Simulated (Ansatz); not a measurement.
Cost and result for the atomization energy of `[OH][In]([OH])[Br]` (6 atoms, 5 bonds).

The species carries charge 0 and has multiplicity 1. Correlated methods include outer-core shells of Br, In, which these sets cover unevenly. Scalar relativity is left out up to krypton. In takes the def2 core potential. The geometry is a stationary point of PBE0-D4/def2-TZVP. It is one conformer, not always the lowest. Program: Ansatz. Hardware: A = 2 threads of an AMD EPYC 7R13 on a shared host; B = 2 threads of an AMD EPYC 7R13 on a shared host and a share of an NVIDIA H100 80 GB. Times are those of one run each, without the atoms' runs, and a repeat can differ threefold. Electronic energies, without spin–orbit coupling; frozen cores. CCSD(T)/CBS adds CCSD(T) − MP2 in def2-TZVPP to the MP2 limit, and its time is that of the two runs behind it. T1 = 0.014. With those shells the extrapolation isn't a true limit. B3LYP takes the VWN-RPA correlation (the form of Gaussian; ORCA's B3LYP/G).

CCSD(T)/CBS is a level of theory with its own doubt, some kJ/mol a heavy atom from the limit and from the frozen cores, so smaller differences don't rank the functionals.

```json
{"level": "CCSD(T)/def2-TZVPP [B]", "functions": "188", "wall time": "3 s"}
{"level": "PBE-D4/def2-TZVPP (with forces) [A]", "functions": "188", "wall time": "3.1 s"}
{"level": "PBE0-D4/def2-TZVPP [A]", "functions": "188", "wall time": "4.3 s"}
{"level": "r2SCAN-D4/def2-TZVPP (with forces) [A]", "functions": "188", "wall time": "5.5 s"}
{"level": "B3LYP-D4/def2-TZVPP (with forces) [A]", "functions": "188", "wall time": "6.5 s"}
{"level": "B2PLYP/def2-TZVPP [A]", "functions": "188", "wall time": "8 s"}
{"level": "ωB97X-V/def2-TZVPP [A]", "functions": "188", "wall time": "10 s"}
{"level": "ωB97M-V/def2-TZVPP (with forces) [A]", "functions": "188", "wall time": "13 s"}
{"level": "CCSD(T)/def2-QZVPP [B]", "functions": "345", "wall time": "20 s"}
{"level": "CCSD(T)/CBS(def2)", "functions": "–", "wall time": "23 s"}
```

**Question.** What atomization energy does each give, and how far from CCSD(T)/CBS? (Best estimate.)

**Answer.** Ansatz gave: 
```
                                 level  atomization (kJ/mol)  difference from CCSD(T)/CBS  per bond
                CCSD(T)/def2-TZVPP [B]                1780.0                        -84.5     -16.9
   PBE-D4/def2-TZVPP (with forces) [A]                1865.0                          0.5       0.1
                PBE0-D4/def2-TZVPP [A]                1793.5                        -71.0     -14.2
r2SCAN-D4/def2-TZVPP (with forces) [A]                1834.5                        -30.0      -6.0
 B3LYP-D4/def2-TZVPP (with forces) [A]                1786.5                        -78.0     -15.6
                 B2PLYP/def2-TZVPP [A]                1790.7                        -73.8     -14.8
                ωB97X-V/def2-TZVPP [A]                1831.6                        -32.9      -6.6
  ωB97M-V/def2-TZVPP (with forces) [A]                1822.2                        -42.3      -8.5
                CCSD(T)/def2-QZVPP [B]                1834.0                        -30.5      -6.1
                     CCSD(T)/CBS(def2)                1864.5                          0.0       0.0
```

The D4 term adds +18.7 kJ/mol with B3LYP and +9.9 kJ/mol with PBE0; it sums over pairs of atoms, weighted by their polarisabilities, and B3LYP, whose exchange is more repulsive, gets the larger term. From PBE to PBE0 (25 % exact exchange), in def2-TZVPP and without D4, the atomization energy moves by −69.9 kJ/mol: exact exchange takes away binding that semilocal exchange gives to molecules. In def2-TZVPP, CCSD(T) changes the Hartree–Fock value by +622.5 kJ/mol (the triples alone add +47.1 kJ/mol) and MP2 by +694.1 kJ/mol; breaking electron pairs costs correlation energy, which Hartree–Fock lacks.

Spin–orbit coupling would lower the free In atoms strongly, and the atomization energy with them, by more than many differences here.
